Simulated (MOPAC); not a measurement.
Job for MOPAC: PM7 on NaB+, 2S+1 = 2, a spin state set in the input, which need not be the lowest, a point of a bond scan (R = 2.660 Å). Charge +1.

```
PM7 1SCF PRECISE CHARGE=1 UHF MS=0.5 THREADS=1
BNa

B      0.00000000 1     0.00000000 1     0.00000000 1
Na     0.00000000 1     0.00000000 1     2.65984100 1
```

The log:

```
*******************************************************************************
 **                                                                           **
 **                              MOPAC v23.2.5                                **
 **                                                                           **
 *******************************************************************************
 ** MOPAC's Digital Object Identifier: https://doi.org/10.5281/zenodo.6511958 **
 **                                                                           **
 ** Please cite the open-source release paper for use of this MOPAC version:  **
 ** J. E. Moussa and J. J. P. Stewart (2026)                                  **
 ** MOPAC: An open-source semiempirical molecular orbital program             **
 ** J. Open Source Softw., 11(119), 8025, https://doi.org/10.21105/joss.08025 **
 *******************************************************************************

                              PM7 CALCULATION RESULTS

 *******************************************************************************
 *  PM7        - The PM7 Hamiltonian to be used
 *  UHF        - UNRESTRICTED HARTREE-FOCK CALCULATION
 *
 *
 *
 *                 CHARGE ON SYSTEM = +1
 *
 *
 *
 *  MS=        - IN MECI, MAGNETIC COMPONENT OF SPIN =  0.5
 *  PRECISE    - TIGHTER CRITERIA TO BE USED
 *  1SCF       - DO 1 SCF AND THEN STOP
 *  THREADS=1  - MULTI-THREADING NOT USED
 *  T=         - A TIME OF 172800.0 SECONDS REQUESTED
 *  DUMP=N     - RESTART FILE WRITTEN EVERY 7200.0 SECONDS REQUESTED
 *******************************************************************************
PM7 1SCF PRECISE CHARGE=1 UHF MS=0.5 THREADS=1
 BNa

   ATOM   CHEMICAL          X               Y               Z
  NUMBER   SYMBOL      (ANGSTROMS)     (ANGSTROMS)     (ANGSTROMS)

     1       B          0.00000000  *   0.00000000  *   0.00000000  *
     2      Na          0.00000000  *   0.00000000  *   2.65984100  *



          CARTESIAN COORDINATES

    NO.       ATOM           X           Y           Z

     1         B          0.0000      0.0000      0.0000
     2        Na          0.0000      0.0000      2.6598

 General Reference for PM7:
 "Optimization of Parameters for Semiempirical Methods VI: More Modifications to the
 NDDO Approximations and Re-optimization of Parameters", J. J. P. Stewart, J. Mol. Mod., 1:32, 19 (2013)
 https://link.springer.com/article/10.1007/s00894-012-1667-x

           Empirical Formula: B Na  =     2 atoms



      MOLECULAR POINT GROUP   :   C*v


          UHF CALCULATION, NO. OF ALPHA ELECTRONS =    2
                           NO. OF BETA  ELECTRONS =    1

 -------------------------------------------------------------------------------
 PM7 1SCF PRECISE CHARGE=1 UHF MS=0.5 THREADS=1
 BNa



     1SCF WAS SPECIFIED, SO BFGS WAS NOT USED
     SCF FIELD WAS ACHIEVED


                              PM7 CALCULATION
                                                       MOPAC v23.2.5 Linux




          FINAL HEAT OF FORMATION =        278.34611 KCAL/MOL =    1164.60013 KJ/MOL


          COSMO AREA              =        110.92 SQUARE ANGSTROMS
          COSMO VOLUME            =        103.03 CUBIC ANGSTROMS

          IONIZATION POTENTIAL    =         14.222509 EV
          ALPHA SOMO LUMO (EV)    =        -14.223 -7.041
          BETA  SOMO LUMO (EV)    =        -16.105 -8.507
          NO. OF ALPHA ELECTRONS  =          2
          NO. OF BETA  ELECTRONS  =          1
          MOLECULAR WEIGHT        =         33.7998         POINT GROUP:  C*v

          MOLECULAR DIMENSIONS (Angstroms)

            Atom       Atom       Distance
           Na     2    B     1     2.65984
           Na     2    B     1     0.00000
            B     1   Na     2     0.00000


          SCF CALCULATIONS        =          1





   ATOM   CHEMICAL          X               Y               Z
  NUMBER   SYMBOL      (ANGSTROMS)     (ANGSTROMS)     (ANGSTROMS)

     1       B          0.00000000  *   0.00000000  *   0.00000000  *
     2      Na          0.00000000  *   0.00000000  *   2.65984100  *

                             CARTESIAN COORDINATES

   1    B        0.000000000     0.000000000     0.000000000
   2   Na        0.000000000     0.000000000     2.659841000


           Empirical Formula: B Na  =     2 atoms



      MOLECULAR POINT GROUP   :   C*v


          ALPHA EIGENVALUES
 -15.82545 -14.22251  -7.04108  -4.34533  -3.99098  -2.06465  -2.02959  -1.41140


           BETA EIGENVALUES
 -16.10460  -8.50705  -7.49889  -4.30151  -3.68566  -2.06696  -2.06207  -0.94185


              NET ATOMIC CHARGES AND DIPOLE CONTRIBUTIONS

  ATOM NO.   TYPE          CHARGE      No. of ELECS.   s-Pop       p-Pop
    1          B           0.059015        2.9410     0.06337     2.87761
    2         Na           0.940985        0.0590     0.00215     0.05686
 DIPOLE           X         Y         Z       TOTAL
 POINT-CHG.     0.000     0.000     3.332     3.332
 HYBRID        -0.000     0.000    -1.696     1.696
 SUM           -0.000     0.000     1.636     1.636


          ATOMIC ORBITAL ELECTRON POPULATIONS

     Atom    s        px        py        pz
    1  B   0.06337   0.99781   0.00000   1.87980
    2 Na   0.00215   0.00219   0.00000   0.05467


                    (SZ)    =    0.500000
                    (S**2)  =    0.757935


          ATOMIC ORBITAL SPIN POPULATIONS

    Atom   Total    s     px     py     pz
         Atomic
    1  B  0.9907  0.029  0.998  0.000 -0.036
    2 Na  0.0093 -0.000  0.002  0.000  0.007

 **********************
 *                    *
 * JOB ENDED NORMALLY *
 *                    *
 **********************




 == MOPAC DONE ==
```

The run finished.

Cost: very roughly 0.020 core-seconds.
